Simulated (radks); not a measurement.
The numbers below are computed, except where a source is named.
All-electron atom: Re3+ in [Kr] 4d10 4f14 5s2 5p5.75 5d4 6s0.25 (fractional occupations, a model configuration). Code: a radial shooting solver on a logarithmic mesh with Libxc functionals. Model: Dirac Kohn-Sham, PBE, spin-unpolarised, spherical densities, finite nucleus; open shells fill j = l - 1/2 first; Fermi nuclear charge, rms radius 5.3698 fm.

Spin-orbit splittings of the eigenvalues, e(l+1/2) - e(l-1/2), with zeta = 2 splitting/(2l+1) and mean radii in bohr:

shell  occ.  splitting (eV)  zeta (eV)  <r> j=l-1/2  <r> j=l+1/2
2p        6            1440      959.8      0.06246      0.07054
3p        6           312.6      208.4       0.1870       0.2019
3d       10           67.87      27.15       0.1765       0.1811
4p        6           72.93      48.62       0.4450       0.4784
4d       10           13.48      5.391       0.4934       0.5047
4f       14           2.516     0.7189       0.5749       0.5836
5p     5.75           11.19      7.462        1.128        1.224
5d        4               ?          ?        1.643        1.687

Estimate the 5d splitting.

Answer. 1.128 eV (zeta = 0.4513 eV).
